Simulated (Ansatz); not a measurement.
Mulliken charges of CH4BNOSi, SMILES `OB1C=N[SiH2]1` from PBE/def2-TZVPP in Ansatz (PBE0-D4/def2-TZVP geometry).

```
atom   x (Å)   y (Å)   z (Å)  charge (e)
  O1  -0.311   1.822  -1.088      -0.196
  B2  -0.051   0.664  -0.468       0.060
  C3   0.995  -0.469  -0.823      -0.004
  N4   0.873  -1.396   0.070      -0.207
 Si5  -0.439  -0.627   1.045       0.188
  H6  -1.002   2.344  -0.671       0.218
  H7   1.732  -0.576  -1.630       0.075
  H8  -0.029  -0.357   2.452      -0.067
  H9  -1.680  -1.452   1.095      -0.067
```

By hand: the dipole of these point charges (1 e Å = 4.8032 D).

Σ q r = (-0.183, 0.445, -0.136) e Å, of length 0.500 e Å = 2.40 D.

How does the dipole of the full density compare? (Best estimate.)

The calculation gave: (-0.322, 0.522, -0.030) e Å, 2.95 D; the point charges give 0.81 times that, at 16° from its direction.

Point charges leave out the atoms' own dipoles, such as those of lone pairs, and Mulliken's split depends on the basis, so the two needn't agree.
